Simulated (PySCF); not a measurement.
## HF beside CCSD(T) along group 14: bonds to H

HF and CCSD(T) in PySCF with def2-TZVPPD on every atom (core potentials on Sn), for the lowest determinant that a PBE0 search found; no spin–orbit coupling.

| molecule | state (unpaired electrons) | HF Re (Å) | HF ωe (cm⁻¹) | HF De (eV) | CCSD(T) Re (Å) | CCSD(T) ωe (cm⁻¹) | CCSD(T) De (eV) |
| --- | --- | --- | --- | --- | --- | --- | --- |
| CH | doublet (π ↑) | 1.105 | 3037 | 2.46 | ? | ? | ? |
| SiH | doublet (π ↑) | 1.514 | 2127 | 2.28 | 1.524 | 2042 | 3.12 |
| GeH | doublet (π ↑) | 1.589 | 1991 | 2.00 | 1.591 | 1907 | 2.93 |
| SnH | doublet (π ↑) | 1.767 | 1794 | 1.74 | 1.766 | 1731 | 2.66 |

(1) Estimate the CCSD(T) values of CH by adding the mean shift from HF to CCSD(T) of the other rows, and compare with the calculation.

(2) What are the mean differences of HF from CCSD(T) over the whole series?

In a basis of this size CCSD(T) is itself not converged; it tends to give bonds that are too long and too weak.

Correlated steps freeze the inner cores (1 to 9 orbitals); shallow outer-core shells are correlated. Spin–orbit coupling is left out, which matters for elements this heavy, above all for dissociation energies. States were picked by a PBE0 search and need not be the measured ground states.

Answers

(1) The mean shifts are +0.4 pm, -77 cm⁻¹ and +0.90 eV, which give 1.109 Å, 2960 cm⁻¹ and 3.36 eV. CCSD(T)/def2-TZVPPD gives Re = 1.121 Å, ωe = 2849 cm⁻¹, De = 3.55 eV.

(2) Re -0.7 pm, ωe +105 cm⁻¹, De -0.95 eV.
